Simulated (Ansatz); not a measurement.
SnPhH3 (C₆H₈Sn). Total charge 0; singlet. Geometry r2SCAN-D4/def2-SVP, basis def2-TZVP, Ansatz.

| run | HOMO (eV) | LUMO (eV) |
| --- | --- | --- |
| A | -7.33 | -0.59 |
| B | -6.37 | -1.48 |
| C | -8.09 | 0.42 |
| D | -6.54 | -1.31 |
| E | -6.30 | -1.40 |

In the def2 sets Sn takes a core potential; there is no spin–orbit coupling.

Question: The runs used BHLYP, PBE, PBE0, r2SCAN, revPBE. Estimate which is which.

Answer: A PBE0 (25 % exact exchange); B PBE (0 % exact exchange); C BHLYP (50 % exact exchange); D r2SCAN (0 % exact exchange); E revPBE (0 % exact exchange). Exact exchange lowers occupied and raises empty levels; among semilocal functionals meta-GGAs tend to open the gap a little, and such runs are hard to tell apart. The gap grows from 4.88 eV (PBE) to 8.51 eV (BHLYP).
